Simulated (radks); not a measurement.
The phosphorus ion P2+, configuration [Ne] 3s2 5p1 (not the ground configuration).

Method: Dirac Kohn-Sham, BLYP, spin-unpolarised, spherical densities, point nucleus; open shells fill j = l - 1/2 first; computed with a radial shooting solver on a logarithmic mesh with Libxc functionals.

Energy parts (eV):
part                      energy
total                  -9257.734
kinetic                 9293.611
electron-nucleus      -21677.084
Hartree                 3732.797
exchange-correlation    -607.058

Orbitals (lengths in bohr, moments of r in powers of bohr; <r^-3> diverges for s and p1/2; r(max) is where P^2 peaks):
orbital  occ.  eigenvalue (eV)  <r^-3>   r(max)    <r^2>      <r^4>  small-component weight
1s1/2       2        -2120.760       -  0.06763  0.01444  0.0005396                2.83e-03
2s1/2       2        -207.8356       -   0.4183   0.3209     0.1883                4.19e-04
2p1/2       2        -159.2875       -   0.3516   0.2912     0.1849                3.98e-04
2p3/2       4        -158.3607   63.48   0.3533   0.2937     0.1879                3.96e-04
3s1/2       2         -41.4889       -    1.468    3.210      16.10                7.63e-05
5p1/2       1          -6.4012       -    8.058    70.85       6705                1.01e-05
5p3/2       0          -6.3920  0.6336    8.067    70.95       6727                1.01e-05

The highest occupied level is 5p1/2 at -6.401 eV. Summed over all electrons, <r^2> = 79.70 bohr^2, which gives a Langevin (diamagnetic) susceptibility term of -63.1 x 10^-6 cm^3/mol. The density falls to 0.001 e/bohr^3 at r = 3.37 bohr.
